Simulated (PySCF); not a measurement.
Pb(OMe)(NH2), SMILES [NH2][Pb][O]C (CH5NOPb), singlet (B3LYP/def2-SVP optimised geometry):

```
9

Pb    -1.475    -1.401     0.000
O      0.658    -1.401     0.000
C      1.481    -0.277     0.004
H      1.343     0.371     0.898
H      2.545    -0.589     0.001
H      1.341     0.378    -0.884
N     -1.660     0.748     0.000
H     -0.880     1.401    -0.002
H     -2.545     1.252    -0.007
```

Computed with B3LYP/def2-TZVP, def2 effective core potentials past Kr run with PySCF.

### Question
What are the frontier orbital energies and the dipole moment?

### Answer
HOMO-2 -6.94 eV, HOMO-1 -6.86 eV, HOMO -6.51 eV, LUMO -2.02 eV, LUMO+1 -0.55 eV; dipole moment 2.43 D.

On the same geometry PBE/def2-TZVP, def2 effective core potentials past Kr (PySCF 2.14.0) gives HOMO-2 -5.82 eV, HOMO-1 -5.73 eV, HOMO -5.39 eV, LUMO -2.37 eV, LUMO+1 -0.97 eV; dipole moment 2.23 D.
